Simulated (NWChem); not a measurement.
System: CH5GaO2; SMILES [CH3][Ga]([OH])[OH]

```xyz
9

Ga    -0.0238     0.0002     0.0001
C      0.2153    -1.9331     0.0005
H      0.7017    -2.2626    -0.9298
H     -0.7647    -2.4242     0.0787
H      0.8428    -2.2530     0.8455
O     -1.6541     0.7179    -0.0014
H     -1.6404     1.6807    -0.0060
O      1.2477     1.2603    -0.0018
H      2.1527     0.9353    -0.0003
```
Atoms are numbered in this order, from 1.

STO-3G and 3-21G are far too small for this property and stand as cheap habits. Structure relaxed at the PBE0/def2-SVP level.

Q: Give the principal values of the shielding tensors (ppm) of Ga1, C2, O6, O8 from Hartree-Fock/STO-3G, GIAO (NWChem), with their diamagnetic and paramagnetic parts as GIAO splits them.

A: 
| atom | σ11 | σ22 | σ33 | isotropic | diamagnetic | paramagnetic |
|---|---|---|---|---|---|---|
| Ga1 | 1109.1 | 1476.6 | 1730.2 | 1438.6 | 2611.7 | -1173.0 |
| C2 | 238.2 | 257.4 | 271.5 | 255.7 | 244.1 | 11.6 |
| O6 | 291.6 | 365.0 | 504.7 | 387.1 | 375.0 | 12.1 |
| O8 | 244.1 | 384.6 | 504.8 | 377.8 | 375.8 | 2.0 |
